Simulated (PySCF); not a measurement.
# Electron correlation in Rh²⁺ (rhodium, charge +2)

[Kr] 4d6 5p1, one real determinant (an excited configuration). All numbers are calculated (PySCF 2.14, scalar relativity through the core potential, in aug-cc-pVDZ-PP with ECP28MDF). Frozen: 4s2 4p6; 7 electrons correlated.

MP2 pair energies summed by pair of shells (mhartree):

```json
{"pair": "4d-4d", "energy": "-77.02", "share (%)": "81.9"}
{"pair": "4d-5p", "energy": "-17.05", "share (%)": "18.1"}
```

Total MP2 correlation energy: -94.06 mhartree.

Same-spin part -59.31 and opposite-spin part -34.75 mhartree; SCS-MP2 scales them by 1/3 and 6/5 to -61.47 mhartree.

The reference is one real determinant that mixes LS terms of this configuration.
